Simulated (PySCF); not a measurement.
# Steps of a relaxation of [Hf(NH2)3(H2O)]+

[Hf(NH2)3(H2O)]+ (singlet). PySCF 2.14.0, RKS PBE0, Hf def2-SVP with ECP60, N def2-SVP, H def2-SVP, O def2-SVP; non-relativistic Hamiltonian with scalar-relativistic core potentials where named; density fitting; no spin-orbit coupling. Origin of the start: template. Columns: position (Å) and force (eV/Å). Energies are counted from the last step; some of the 24 steps are shown. Forces carry noise of the integration grid, about 0.01 to 0.03 eV/Å.

Run from Python with OMP_NUM_THREADS=2. Where DIIS fails, smearing, a level shift and second-order steps follow.
It took 2.5 min on 2 threads of Arm Neoverse V1, on a shared host, from the converged density of the start.

```xyz
13
step 0  E = 0.514 eV
Hf    0.0164   -0.0164    0.0164     0.66   -0.66    0.53
N     1.1803    1.1475    1.1803    -0.11    0.00   -0.60
H     2.1079    0.9013    1.5210     0.04    0.08    0.10
H     0.9341    2.0751    1.5210     0.09    0.00    0.25
N    -1.1475   -1.1803    1.1803     0.00    0.11   -0.60
H    -2.0751   -0.9341    1.5210     0.00   -0.09    0.25
H    -0.9013   -2.1079    1.5210    -0.08   -0.04    0.10
N     1.1803   -1.1803   -1.1475    -0.48    0.48    0.23
H     0.9341   -2.1079   -1.4882     0.07   -0.13    0.02
H     2.1079   -0.9341   -1.4882     0.13   -0.07    0.02
O    -1.2422    1.2422   -1.2422    -0.39    0.39   -0.30
H    -1.8972    1.8972   -0.9542    -0.05    0.05    0.11
H    -1.2685    1.2685   -2.2116     0.12   -0.12   -0.13
```

```xyz
13
step 8  E = 0.136 eV
Hf    0.0545   -0.0545    0.0628     0.04   -0.04   -0.18
N     1.1341    1.2399    1.1416     0.80    0.03    0.17
H     2.1750    1.2875    1.0461    -0.99    0.14    0.09
H     0.8684    1.7712    1.9802     0.17   -0.18   -0.24
N    -1.2399   -1.1341    1.1416    -0.03   -0.80    0.17
H    -1.7712   -0.8684    1.9802     0.18   -0.17   -0.24
H    -1.2875   -2.1750    1.0461    -0.14    0.99    0.09
N     1.2160   -1.2160   -1.0987    -0.33    0.33    0.24
H     1.0002   -2.1658   -1.3959     0.02   -0.11   -0.05
H     2.1658   -1.0002   -1.3959     0.11   -0.02   -0.05
O    -1.2444    1.2444   -1.2761    -0.04    0.04   -0.42
H    -1.9130    1.9130   -1.0527     0.11   -0.11    0.19
H    -1.2293    1.2293   -2.2506     0.10   -0.10    0.24
```

```xyz
13
step 15  E = 0.012 eV
Hf    0.0900   -0.0900    0.1318     0.07   -0.07   -0.05
N     1.1294    1.2582    1.1890    -0.12   -0.16    0.01
H     2.0563    1.6163    0.9707     0.14    0.08   -0.10
H     0.8895    1.6168    2.1118    -0.06    0.03    0.11
N    -1.2582   -1.1294    1.1890     0.16    0.12    0.01
H    -1.6168   -0.8895    2.1118    -0.03    0.06    0.11
H    -1.6163   -2.0563    0.9707    -0.08   -0.14   -0.10
N     1.1741   -1.1741   -1.1560    -0.02    0.02    0.05
H     0.9507   -2.1123   -1.4903    -0.01   -0.03   -0.01
H     2.1123   -0.9507   -1.4903     0.03    0.01   -0.01
O    -1.1145    1.1145   -1.3047    -0.02    0.02    0.02
H    -1.7707    1.7707   -1.0311    -0.08    0.08   -0.08
H    -1.0972    1.0972   -2.2739     0.02   -0.02    0.06
```

**Question.** Where does the relaxation end?

**Answer.** It converges at step 23 in Cs:
```xyz
13
step 23  E = 0
Hf    0.0882   -0.0882    0.1380
N     1.1304    1.2354    1.2172
H     2.0246    1.6603    0.9679
H     0.8950    1.5600    2.1571
N    -1.2354   -1.1304    1.2172
H    -1.5600   -0.8950    2.1571
H    -1.6603   -2.0246    0.9679
N     1.1601   -1.1601   -1.1724
H     0.9368   -2.0984   -1.5096
H     2.0984   -0.9368   -1.5096
O    -1.1169    1.1169   -1.3107
H    -1.7884    1.7884   -1.1177
H    -1.0440    1.0440   -2.2740
```

**Question.** How did the contacts change?

**Answer.** 
```
      contact  start (Å)  end (Å)
 Hf1–N2 (NH2)      2.016    2.001
 Hf1–N5 (NH2)      2.016    2.001
 Hf1–N8 (NH2)      2.016    2.004
Hf1–O11 (H2O)      2.180    2.237
```
